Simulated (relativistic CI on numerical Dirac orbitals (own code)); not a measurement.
**Dy36+: q coefficients and field-shift factors**

Computed by Dirac-Coulomb-Breit CI, orbitals from a KLI potential per configuration, derivatives by finite differences, unscaled Slater integrals, QED left out (own radial code, finite nucleus).

Configurations in the expansion (outside the closed core [Ar] 3d10): 4s2, 4s 4p, 4p2, 4s 4d, 4d2, 4s 4f, 4p 4d, 4f2. Levels of other configurations are missing.

With x = (α/α₀)² − 1 an excitation energy changes as ω = ω₀ + qx; K = 2q/ω₀ is the relative enhancement. Terms are leading LS components, so labels can repeat. The field-shift factor is F = δν/δ⟨r²⟩ for the transition from the lowest level.

Lowest level 4s2 1S_0.

```tsv
Level	ω₀ (cm⁻¹)	q (cm⁻¹)	F (GHz/fm²)
4s 4p 3P°_0	562509	73300	-860
4s 4p 3P°_1	607620	88890	-864
4s 4p 3P°_2	998748	579500	-903
4s 4p 1P°_1	1127158	572600	-909
4p2 3P_0	1297888	164700	-1740
4p2 3P_1	1692004	662300	-1780
4p2 1D_2	1699986	660500	-1740
4s 4d 3D_1	2062448	612000	-896
4s 4d 3D_2	2069806	763800	-1160
4s 4d 3D_2	2115177	913300	-1340
4s 4d 3D_3	2153223	704400	-894
4p2 1S_0	2214455	1.161e+06	-1810
4s 4d 1D_2	2280929	812300	-1160
```

At this charge energies of transitions that change n are usually good to better than 1 %, and those within a shell (Δn = 0) to a few per cent.

Q: Which transition from the lowest level has the largest |K|?

A: 4s 4p 3P°_2 at 998748 cm⁻¹, K = 1.16.
